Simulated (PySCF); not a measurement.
C3H7FSi, SMILES C1(F)C[SiH2]C1.

Geometry: PBE-D3(BJ)/def2-SVP. This is a generated structure with no PubChem entry under its InChIKey; it may be hypothetical.

Level of theory: PBE-D3(BJ)/def2-SVP in PySCF.

Frequencies are harmonic and unscaled.

```json
[
 {"mode": "1", "ν (cm⁻¹)": "136", "IR (km/mol)": "2.9", "moving atoms (share of kinetic energy)": "C 35 %, H 33 %, F 22 %, Si 10 %"},
 {"mode": "2", "ν (cm⁻¹)": "354", "IR (km/mol)": "1.3", "moving atoms (share of kinetic energy)": "C 38 %, F 38 %, H 19 %"},
 {"mode": "3", "ν (cm⁻¹)": "405", "IR (km/mol)": "11.9", "moving atoms (share of kinetic energy)": "H 38 %, Si 27 %, F 25 %, C 11 %"},
 {"mode": "4", "ν (cm⁻¹)": "442", "IR (km/mol)": "1.6", "moving atoms (share of kinetic energy)": "H 52 %, C 36 %, F 11 %"},
 {"mode": "5", "ν (cm⁻¹)": "489", "IR (km/mol)": "0.0", "moving atoms (share of kinetic energy)": "H 96 %"},
 {"mode": "6", "ν (cm⁻¹)": "495", "IR (km/mol)": "14.0", "moving atoms (share of kinetic energy)": "H 57 %, Si 24 %, F 10 %, C 8 %"},
 {"mode": "7", "ν (cm⁻¹)": "634", "IR (km/mol)": "2.7", "moving atoms (share of kinetic energy)": "C 48 %, H 39 %, Si 12 %"},
 {"mode": "8", "ν (cm⁻¹)": "687", "IR (km/mol)": "2.9", "moving atoms (share of kinetic energy)": "C 44 %, H 32 %, Si 17 %"},
 {"mode": "9", "ν (cm⁻¹)": "716", "IR (km/mol)": "44.9", "moving atoms (share of kinetic energy)": "H 73 %, C 14 %, Si 13 %"},
 {"mode": "10", "ν (cm⁻¹)": "759", "IR (km/mol)": "46.4", "moving atoms (share of kinetic energy)": "H 76 %, C 17 %"},
 {"mode": "11", "ν (cm⁻¹)": "848", "IR (km/mol)": "33.4", "moving atoms (share of kinetic energy)": "H 60 %, C 33 %"},
 {"mode": "12", "ν (cm⁻¹)": "873", "IR (km/mol)": "17.9", "moving atoms (share of kinetic energy)": "C 64 %, H 30 %"},
 {"mode": "13", "ν (cm⁻¹)": "922", "IR (km/mol)": "113.7", "moving atoms (share of kinetic energy)": "H 88 %"},
 {"mode": "14", "ν (cm⁻¹)": "933", "IR (km/mol)": "0.7", "moving atoms (share of kinetic energy)": "H 94 %"},
 {"mode": "15", "ν (cm⁻¹)": "1010", "IR (km/mol)": "20.3", "moving atoms (share of kinetic energy)": "H 46 %, C 37 %, F 16 %"},
 {"mode": "16", "ν (cm⁻¹)": "1026", "IR (km/mol)": "25.1", "moving atoms (share of kinetic energy)": "C 57 %, H 43 %"},
 {"mode": "17", "ν (cm⁻¹)": "1067", "IR (km/mol)": "11.1", "moving atoms (share of kinetic energy)": "H 57 %, C 42 %"},
 {"mode": "18", "ν (cm⁻¹)": "1104", "IR (km/mol)": "139.7", "moving atoms (share of kinetic energy)": "C 49 %, H 39 %, F 12 %"},
 {"mode": "19", "ν (cm⁻¹)": "1162", "IR (km/mol)": "1.0", "moving atoms (share of kinetic energy)": "H 58 %, C 40 %"},
 {"mode": "20", "ν (cm⁻¹)": "1264", "IR (km/mol)": "8.6", "moving atoms (share of kinetic energy)": "H 72 %, C 28 %"},
 {"mode": "21", "ν (cm⁻¹)": "1326", "IR (km/mol)": "17.6", "moving atoms (share of kinetic energy)": "H 85 %, C 14 %"},
 {"mode": "22", "ν (cm⁻¹)": "1352", "IR (km/mol)": "9.9", "moving atoms (share of kinetic energy)": "H 90 %, C 10 %"},
 {"mode": "23", "ν (cm⁻¹)": "1391", "IR (km/mol)": "10.6", "moving atoms (share of kinetic energy)": "H 85 %, C 15 %"},
 {"mode": "24", "ν (cm⁻¹)": "2166", "IR (km/mol)": "97.8", "moving atoms (share of kinetic energy)": "H 98 %"},
 {"mode": "25", "ν (cm⁻¹)": "2178", "IR (km/mol)": "109.0", "moving atoms (share of kinetic energy)": "H 96 %"},
 {"mode": "26", "ν (cm⁻¹)": "2954", "IR (km/mol)": "29.4", "moving atoms (share of kinetic energy)": "H 92 %"},
 {"mode": "27", "ν (cm⁻¹)": "3001", "IR (km/mol)": "3.0", "moving atoms (share of kinetic energy)": "H 94 %"},
 {"mode": "28", "ν (cm⁻¹)": "3006", "IR (km/mol)": "4.0", "moving atoms (share of kinetic energy)": "H 94 %"},
 {"mode": "29", "ν (cm⁻¹)": "3091", "IR (km/mol)": "3.0", "moving atoms (share of kinetic energy)": "H 91 %, C 9 %"},
 {"mode": "30", "ν (cm⁻¹)": "3092", "IR (km/mol)": "9.5", "moving atoms (share of kinetic energy)": "H 91 %, C 9 %"}
]
```
